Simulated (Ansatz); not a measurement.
**Ligand exchange: SiH2(OH)(SiH3) + C2H10OSi2 → Si3H8O + C2H8OSi**

Species: SiH2(OH)(SiH3) (disilanol), singlet; C2H10OSi2 `CC[SiH](O)[SiH3]`, singlet; Si3H8O `[SiH3]O[SiH2][SiH3]`, singlet; C2H8OSi `CC[SiH2]O`, singlet. The partners trade H for SiH3: O–H and Si–SiH3 bonds give way to O–SiH3 and Si–H.

Shapes, held fixed at every level: PBE0-D4/def2-TZVP. Flexible molecules stand in one conformer, not always the lowest. Programs: Ansatz 0.2.0. Electronic energies: no zero-point or thermal term.

```
               level                    kind  ΔE (kJ/mol)  less CCSD(T)/CBS estimate
   PBE-D4/def2-TZVPP                     GGA        -82.2                      +28.3
r2SCAN-D4/def2-TZVPP                meta-GGA       -102.5                       +8.0
 B3LYP-D4/def2-TZVPP           global hybrid       -110.2                       +0.3
  wB97M-V/def2-TZVPP  range-separated hybrid       -112.1                       -1.6
  wB97X-V/def2-TZVPP  range-separated hybrid       -107.5                       +3.0
   B2PLYP/def2-TZVPP           double hybrid       -114.2                       -3.7
  CCSD(T)/def2-TZVPP   coupled cluster or CI       -110.2                       +0.3
CCSD(T)/CBS estimate   coupled cluster or CI       -110.5                        0.0
```

The highest level, CCSD(T)/CBS estimate, gives ΔE = -110.5 kJ/mol; the levels span -114.2 to -82.2. The column of differences is taken from that level and isn't an error. No measured value is set beside it here. The CBS estimate extrapolates MP2 from def2-TZVPP and def2-QZVPP and adds CCSD(T) − MP2 in the triple-zeta set, cores frozen.
